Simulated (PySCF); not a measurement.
## C7H10Si: calculation and literature

Atom-mapped SMILES (the numbers label the heavy atoms): `[CH3:1][SiH2:2][c:3]1[cH:4][cH:5][cH:6][cH:7][cH:8]1`; H(Xn) means a hydrogen on atom n.

Published estimates (parent shift plus substituent increments) and measurements: δ 13C C4/C8 134.8; C6 129.5; C5/C7 128.0 ppm (estimated from measurements, as parent shift plus tabulated substituent increment; solution, not stated per compound (mostly CDCl3 or CCl4); Pretsch, Buehlmann, Badertscher, Structure Determination of Organic Compounds, 4th ed. (2009)).

- NMR shieldings at PBE0/pcSseg-1/GIAO
- GFN2-xTB geometry
- run in PySCF
- one computed conformer, averaged over atoms made equivalent by symmetry, fast rotation or ring inversion, no solvent model, non-relativistic

(1) How close does the calculation come?

(2) How far are the unscaled 13C shifts from the references?

Results:

(1) 
Reference values: estimated from measurements, as parent shift plus tabulated substituent increment (solution, not stated per compound (mostly CDCl3 or CCl4); Pretsch, Buehlmann, Badertscher, Structure Determination of Organic Compounds, 4th ed. (2009)).
```
atoms  quantity  reference  computed  computed, scaled
C4/C8     δ 13C      134.8     140.7             135.4
   C6     δ 13C      129.5     135.0             129.8
C5/C7     δ 13C      128.0     133.2             128.1
```

Computed shifts are σ(ref) − σ with the named reference compound (TMS for H and C) calculated as an isolated molecule at the same level. The measured values may be among those fitted. Expected solution values come from regression of measured δ (H and C: mostly CDCl3, vs TMS) on computed σ: 13C: δ = 180.61 − 0.978σ (rms 2.1 ppm, 210 shifts, 2.3 ppm with the 2 outliers that the fit left out). A few per cent of atoms miss by over 2 rms, more outside the fitted compound classes.

(2) Mean signed difference +5.53 ppm, mean absolute 5.53 ppm over 3 comparisons; the largest is +5.9 ppm at C4/C8 (aromatic CH).
